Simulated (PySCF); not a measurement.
# Two-component Hartree-Fock for Sc³⁺ (scandium, charge +3)

Start: [Ar]. Calculated with PySCF 2.14 in x2c-TZVPPall-2c with one added diffuse shell each of s, p, d, f type (7s8p5d3f1g, 86 functions): generalised Hartree-Fock with the X2C-1e Hamiltonian and a Gaussian nucleus; spin-orbit coupling (SO) screened by Boettger's factors.

| spinor shell | electrons | ε, screened SO (eV) | weight of nominal j (screened SO) | rms radius, screened SO (bohr) |
| --- | --- | --- | --- | --- |
| 1s1/2 | 2 | -4571.8 | 1.000 | 0.0844 |
| 2s1/2 | 2 | -557.15 | 1.000 | 0.370 |
| 2p1/2 | 2 | -463.01 | 1.000 | 0.338 |
| 3s1/2 | 2 | -101.75 | 1.000 | 1.13 |
| 3p1/2 | 2 | -74.013 | 1.000 | 1.22 |
| 3p3/2 | 4 | -73.432 | 1.000 | 1.23 |

Problem. Where does 2p3/2 lie, and what is the 2p spin-orbit splitting (screened SO)?

Solution. At -458.21 eV, 4.803 eV above 2p1/2.

| quantity | screened SO |
| --- | --- |
| E (hartree) | -761.75701 |
| M_J | 0 |
| ⟨J²⟩ | 0.000 |
| ⟨L²⟩ | 0.000 |
| ⟨S²⟩ | 0.000 |
